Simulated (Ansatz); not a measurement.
Isolated molecules relaxed with PBE0-D4/def2-TZVP in Ansatz; ΔE leaves out vibrations. CCSD(T)/CBS adds triple-zeta CCSD(T) − MP2 to the extrapolated MP2 energy (def2 sets, frozen cores). This one scheme is used for every species. DFT in def2-TZVPP. Triplets are unrestricted, without spin–orbit coupling. def2 core potentials past Kr. For Br, In outer-core shells are correlated without core-valence functions, which leaves a few kJ/mol of doubt a bond. Scalar relativity is left out up to krypton. One conformer a species, not always the lowest.

Consider the formal loss of a carbene: `[OH][InH][CH2]Br` → `[CH2]` (triplet) + `[OH][InH][Br]`.

```csv
level,ΔE (eV),difference from CCSD(T)/CBS
LDA (SPW92),3.51,0.76
r2SCAN-D4,2.45,-0.30
B97M-V,2.65,-0.10
PBE0-D4,2.67,-0.08
r2SCAN0-D4,2.35,-0.40
r2SCAN0,2.33,-0.42
BHLYP,2.32,-0.43
HF/def2-TZVPP,0.93,-1.82
MP2/def2-TZVPP,2.78,0.03
MP2/def2-QZVPP,2.83,0.08
CCSD(T)/CBS,2.75,0
```

Largest T1 diagnostic among the species: 0.014.

Leaving LDA and LC-ωPBE aside and taking each functional with its dispersion term where it has one, the values, not all of them listed here, spread over 0.50 eV, from r2SCAN0-D4 to PBE-D4. LDA lies +0.73 eV from PBE without D4. At CCSD(T), def2-SVP lies −0.37 eV from the extrapolated value and def2-TZVPP −0.08 eV. In def2-TZVPP, CCSD(T) changes the Hartree–Fock value by +1.73 eV (the triples alone add +0.16 eV) and MP2 by +1.86 eV.

CCSD(T)/CBS has its own doubt, a few kJ/mol and more with outer-core shells, so smaller differences from it don't rank the levels.
